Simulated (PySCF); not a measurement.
**`CC(=O)[C@@H]1[C@@H](N)[C@H]1F`, C$_{5}$H$_{8}$FNO**

Geometry:
```tsv
atom	x (Å)	y (Å)	z (Å)
C1	2.214	-0.013	-1.220
C2	1.316	-0.459	-0.096
O3	1.716	-1.045	0.883
C4	-0.113	-0.111	-0.269
C5	-0.886	0.362	0.961
N6	-1.793	1.447	0.802
C7	-1.140	-0.998	0.402
F8	-2.309	-1.200	-0.272
H9	3.244	-0.287	-1.008
H10	2.138	1.066	-1.339
H11	1.896	-0.481	-2.149
H12	-0.404	0.335	-1.210
H13	-0.313	0.404	1.880
H14	-2.301	1.632	1.659
H15	-2.459	1.255	0.060
H16	-0.814	-1.899	0.905
```

Level of theory: TDDFT PBE0/def2-SVPD circular dichroism and optical rotation, one conformer, gas phase in PySCF. Geometry: GFN2-xTB.

The molecule is flexible and this is one conformer; a measurement averages over conformers. States above about 6.9 eV lie in this functional's continuum (it starts at minus the energy of the highest occupied orbital, well below the true ionisation energy for most functionals) and depend on the basis.

(1) Draw the ECD and absorption spectra from the lowest 12 states, each a Gaussian of half-width 0.35 eV at 1/e height.

Results:

(1) 
```csv
E (eV),λ (nm),Δε (L mol⁻¹ cm⁻¹),ε (L mol⁻¹ cm⁻¹)
4.05,306,+0.47,9.44
4.20,295,+1.32,26.8
4.35,285,+2.59,52.8
4.50,276,+3.52,75
4.65,267,+3.30,94.2
4.80,258,+2.12,179
4.95,251,+0.84,485
5.10,243,0.00,1120
5.25,236,-0.45,1840
5.40,230,-0.66,2110
5.55,223,-0.89,1720
5.70,218,-1.67,1110
5.85,212,-3.38,795
6.00,207,-5.30,821
6.15,202,-5.98,916
6.30,197,-5.24,1120
6.45,192,-4.89,2030
6.60,188,-6.49,4150
6.75,184,-8.74,6830
6.90,180,-8.19,8400
7.05,176,-3.14,7890
7.20,172,+3.75,6000
7.35,169,+8.06,3970
7.50,165,+7.91,2490
7.65,162,+5.21,1790
```
Δε uses R in velocity form, ε uses f in length form. Only the states computed contribute, so the short-wavelength end is incomplete.

The sign of the CD band at 169 nm isn't settled: the length form gives the opposite one.
